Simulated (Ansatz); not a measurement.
System: CH5Ge, charge 0, doublet. CH5Ge (SMILES [CH3][GeH2], doublet).
B3LYP-D3(BJ)/def2-TZVP minimum from Ansatz (a quantum-chemistry and plane-wave program):
```xyz
7

Ge     0.3556    -0.0716    -0.2023
C     -1.2649     0.3943     0.8289
H      0.8523    -1.4935     0.1660
H      0.0746    -0.0113    -1.7259
H     -2.0575    -0.3195     0.5955
H     -1.6035     1.3956     0.5680
H     -1.0572     0.3545     1.8969
```
Charge 0, spin multiplicity 2.

Property: atomisation energy (electronic, to ground-state atoms), in kJ/mol. Open shells are spin-unrestricted; no spin-orbit coupling. Cores are frozen in correlated methods (noble-gas shells, and filled d and f shells in the p block). No relativity. CBS(X,Y): correlation extrapolated as X^-3, Hartree-Fock from the larger set. A bracket is a step between two methods taken in the basis named. Double hybrids freeze cores in their MP2 part. Where a partner has so few electrons that a lower coupled-cluster level is exact, that level stands in.

CCSD(T)/CBS(cc-pVTZ,cc-pVQZ) + [CCSDT(Q) - CCSD(T)]/cc-pVTZ (Ansatz) gives 2120.3 kJ/mol.

**Question.** What does PBE/def2-TZVPD (Ansatz) give here, and how do the other levels compare?

**Answer.** PBE gives 2117.9 kJ/mol, 2.4 kJ/mol below it. Differences of the others: B3LYP/def2-TZVPD (Ansatz) -13.0; PBE0/def2-TZVPD (Ansatz) -11.9; wB97M-V/def2-TZVPD (Ansatz) -4.8; B2PLYP/def2-TZVPD (Ansatz) -34.3; CCSD(T)/CBS(cc-pVTZ,cc-pVQZ) (Ansatz) -0.7 kJ/mol.
